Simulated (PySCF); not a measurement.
An equivalent PySCF input for In (indium, neutral), [Kr] 4d10 5s2 5p1, 2P determinant, with no relativity, point nucleus:

```python
from pyscf import gto, scf, dft, mp, cc
import basis_set_exchange as bse
mol = gto.M(atom="In 0 0 0", charge=0, spin=1, symmetry="D2h",
            basis=gto.basis.parse(bse.get_basis("dyall-av2z", elements=["In"], fmt="nwchem")))
mf = dft.UKS(mol, xc="CAMB3LYP")
mf.irrep_nelec = {'Ag': (9, 9), 'B1g': (2, 2), 'B2g': (2, 2), 'B3g': (2, 2), 'B1u': (3, 3), 'B2u': (4, 3), 'B3u': (3, 3)}
mf.kernel()
```

It reaches the same state as the run whose output follows, with an energy that differs only through the grid. The run itself started from symmetry-adapted Hartree-Fock orbitals and held the occupation by maximum overlap, on a logarithmic radial grid, so the iterations belong to that start.

```
SCF conv_tol = 1e-09
number electrons alpha = 25  beta = 24
XC functionals = CAMB3LYP
    T. Yanai, D. P. Tew, and N. C. Handy.,  Chem. Phys. Lett. 393, 51 (2004)
cycle= 1 E= -5742.8503996107  delta_E= -0.0274  |g|= 0.0253  |ddm|= 0.283
cycle= 2 E= -5742.85060969603  delta_E= -0.00021  |g|= 0.00364  |ddm|= 0.0507
cycle= 3 E= -5742.85061910936  delta_E= -9.41e-06  |g|= 0.00188  |ddm|= 0.00813
cycle= 4 E= -5742.85061982525  delta_E= -7.16e-07  |g|= 0.000739  |ddm|= 0.00135
cycle= 5 E= -5742.8506199875  delta_E= -1.62e-07  |g|= 0.000136  |ddm|= 0.000982
cycle= 6 E= -5742.85061999385  delta_E= -6.36e-09  |g|= 2.14e-05  |ddm|= 0.000217
cycle= 7 E= -5742.85061999438  delta_E= -5.23e-10  |g|= 2.65e-06  |ddm|= 7.3e-05
converged SCF energy = -5742.85061999438  <S^2> = 0.75373705  2S+1 = 2.0037336
```

A non-relativistic calculation at this Z misses sizeable relativistic shifts.
